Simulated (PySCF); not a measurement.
C$_{2}$H$_{5}$O (SMILES [CH2-]OC), charge -1, singlet, at a GFN2-xTB geometry (in this run its highest filled SCF level lies above zero, so its values depend strongly on the basis, on diffuse functions most of all); PBE/STO-3G (PySCF).

Here is a job for PySCF.
```python
from pyscf import gto, scf, dft

mol = gto.M(
    atom='''
C    -0.013871    1.320489   -0.146855
O     0.004805    0.046585    0.605497
C     0.008858   -1.084735   -0.171908
H     0.869930    1.249540   -0.874278
H    -0.908638    1.232572   -0.858857
H     0.023019   -1.982658    0.473271
H    -0.886524   -1.151821   -0.828048
H     0.893847   -1.134836   -0.843484
''',
    basis='sto-3g',
    charge=-1,
    spin=0,
    verbose=4,
)

mf = dft.RKS(mol)
mf.xc = 'pbe'
mf.kernel()
mo_i, mo_e, stable_i, stable_e = mf.stability(internal=True, external=True, return_status=True, nroots=6, tol=1e-6)
print('internally stable:', stable_i, ' externally stable:', stable_e)
if not stable_e:
    umf = mf.to_uhf() if not hasattr(mf, 'xc') else mf.to_uks()
    umf.scf_summary = {}
    umf.kernel(umf.make_rdm1(mo_e, umf.mo_occ))
```

Output, abridged:

```
PySCF version 2.14.0

[INPUT] verbose = 4
[INPUT] num. atoms = 8
[INPUT] num. electrons = 26
[INPUT] charge = -1
[INPUT] spin (= nelec alpha-beta = 2S) = 0
[INPUT] symmetry False subgroup None
[INPUT] Mole.unit = angstrom
[INPUT] Symbol           X                Y                Z      unit          X                Y                Z       unit  Magmom
[INPUT]  1 C     -0.013871000000   1.320489000000  -0.146855000000 AA   -0.026212391074   2.495362560501  -0.277515730023 Bohr   0.0
[INPUT]  2 O      0.004805000000   0.046585000000   0.605497000000 AA    0.009080134029   0.088032891513   1.144223499246 Bohr   0.0
[INPUT]  3 C      0.008858000000  -1.084735000000  -0.171908000000 AA    0.016739194011  -2.049852067730  -0.324859038622 Bohr   0.0
[INPUT]  4 H      0.869930000000   1.249540000000  -0.874278000000 AA    1.643929447543   2.361288381689  -1.652145976732 Bohr   0.0
[INPUT]  5 H     -0.908638000000   1.232572000000  -0.858857000000 AA   -1.717076966373   2.329223508807  -1.623004510166 Bohr   0.0
[INPUT]  6 H      0.023019000000  -1.982658000000   0.473271000000 AA    0.043499605661  -3.746680618678   0.894352572699 Bohr   0.0
[INPUT]  7 H     -0.886524000000  -1.151821000000  -0.828048000000 AA   -1.675287562854  -2.176626234523  -1.564783937994 Bohr   0.0
[INPUT]  8 H      0.893847000000  -1.134836000000  -0.843484000000 AA    1.689126027264  -2.144529236297  -1.593953750453 Bohr   0.0

nuclear repulsion = 75.9480212441069
number of shells = 14
number of NR pGTOs = 60
number of NR cGTOs = 20
basis = sto-3g
ecp = {}

******** <class 'pyscf.dft.rks.RKS'> ********
method = RKS
initial guess = minao
damping factor = 0
level_shift factor = 0
DIIS = <class 'pyscf.scf.diis.CDIIS'>
diis_start_cycle = 1
diis_space = 8
diis_damp = 0
SCF conv_tol = 1e-09
SCF conv_tol_grad = None
SCF max_cycles = 50
direct_scf = True
direct_scf_tol = 1e-13
XC library pyscf.dft.libxc version 7.1.2
    S. Lehtola, C. Steigemann, M. J. T. Oliveira, and M. A. L. Marques,  SoftwareX 7, 1–5 (2018)
XC functionals = pbe
    J. P. Perdew, K. Burke, and M. Ernzerhof,  Phys. Rev. Lett. 77, 3865 (1996)
    J. P. Perdew, K. Burke, and M. Ernzerhof,  Phys. Rev. Lett. 78, 1396 (1997)
    J. P. Perdew, K. Burke, and M. Ernzerhof,  Phys. Rev. Lett. 77, 3865 (1996)
    J. P. Perdew, K. Burke, and M. Ernzerhof,  Phys. Rev. Lett. 78, 1396 (1997)
radial grids:
    Treutler-Ahlrichs [JCP 102, 346 (1995); DOI:10.1063/1.469408] (M4) radial grids

becke partition: Becke, JCP 88, 2547 (1988); DOI:10.1063/1.454033
pruning grids: <function nwchem_prune>
grids dens level: 3
symmetrized grids: False
atomic radii adjust function: <function treutler_atomic_radii_adjust>
small_rho_cutoff = 0
Set gradient conv threshold to 3.16228e-05
Initial guess from minao.
tot grids = 91360
init E= -152.227503019164
cycle= 1 E= -151.878018428891  delta_E= 0.349  |g|= 0.518  |ddm|= 3.42
cycle= 2 E= -151.732200626369  delta_E= 0.146  |g|= 0.912  |ddm|= 2.37
cycle= 3 E= -151.980429273379  delta_E= -0.248  |g|= 0.107  |ddm|= 1.46
cycle= 4 E= -151.983711973444  delta_E= -0.00328  |g|= 0.0406  |ddm|= 0.201
cycle= 5 E= -151.984197211196  delta_E= -0.000485  |g|= 0.00584  |ddm|= 0.0564
cycle= 6 E= -151.984208735881  delta_E= -1.15e-05  |g|= 0.00101  |ddm|= 0.0112
cycle= 7 E= -151.984209128874  delta_E= -3.93e-07  |g|= 6.99e-05  |ddm|= 0.00202
cycle= 8 E= -151.984209130865  delta_E= -1.99e-09  |g|= 1.35e-05  |ddm|= 0.00018
cycle= 9 E= -151.984209130955  delta_E= -8.95e-11  |g|= 1.29e-06  |ddm|= 3.99e-05
Extra cycle  E= -151.984209130955  delta_E= -5.12e-13  |g|= 1.05e-06  |ddm|= 7.91e-06
converged SCF energy = -151.984209130955
rhf_internal: lowest eigs of H = [1.02484254 1.07489384 1.09775797 1.27585519 1.5373833  1.59415181]
<class 'pyscf.dft.rks.RKS'> wavefunction is stable in the internal stability analysis

WARN: QR decomposition removed 1 vectors.

WARN: QR decomposition removed 1 vectors.

WARN: QR decomposition removed 1 vectors.

rhf_real2complex: lowest eigs of H = [2.46872821e-16 2.26833123e-01 2.70163314e-01 2.92582824e-01
 3.55161403e-01 3.69354352e-01]
<class 'pyscf.dft.rks.RKS'> wavefunction is stable in the real -> complex stability analysis
rhf_external: lowest eigs of H = [0.17984976 0.2462231  0.26474753 0.28380983 0.31859553 0.32071288]
<class 'pyscf.dft.rks.RKS'> wavefunction is stable in the RHF/RKS -> UHF/UKS stability analysis
internally stable: True  externally stable: True
```
